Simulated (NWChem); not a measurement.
Species: C5H6; SMILES C1C(C1)C#C

Program: NWChem. Pople sets run with spherical d functions. All runs use the structure optimised with PBE0/def2-SVP. Level: M06-2X/6-31G* with COSMO at NWChem's default radii, gas-phase geometry; rows give the dielectric constant.

```
dielectric constant  electrostatic solvation energy (kcal/mol)  dipole in solution (D)
-------------------  -----------------------------------------  ----------------------
2.0                                                       -1.8                    0.95
2.4                                                       -2.2                    0.98
3.9                                                       -2.8                    1.04
11.7                                                      -3.5                    1.10
78.4                                                      -3.8                    1.13
```
